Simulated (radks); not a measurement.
The numbers below are computed, except where a source is named.
Spin polarisation of the 3s1 shell in Mg+. Start: [Ne] 3s(up 0.5, down 0.5); electrons of 3s are moved from spin down to spin up, other shells keep equal spins. Level of theory: non-relativistic Kohn-Sham, LDA (Slater exchange, Perdew-Wang correlation), spin-polarised, spherical densities, point nucleus (a radial shooting solver on a logarithmic mesh with Libxc functionals).

\begin{tabular}{lrrrrr}
moment (Bohr magnetons) & E - E(0) (eV) & e(3s up) (eV) & e(3s down) (eV) & 2p down minus up (eV) & 2s down minus up (eV) \\ \hline
0 & 0.000 & -11.503 & -11.503 & 0.000 & 0.000 \\
0.25 & -0.020 & -11.651 & -11.333 & 0.038 & 0.033 \\
0.5 & -0.080 & -11.780 & -11.133 & 0.077 & 0.066 \\
0.75 & -0.182 & -11.890 & -10.900 & 0.115 & 0.099 \\
1 & -0.330 & -11.981 & -10.509 & 0.154 & 0.132 \\
\end{tabular}

At moment 1 the spin-polarisation energy is -0.330 eV and the 3s exchange splitting 1.472 eV, that is 1.472 eV per Bohr magneton; E = -I m^2/4 would give I = 1.320 eV.
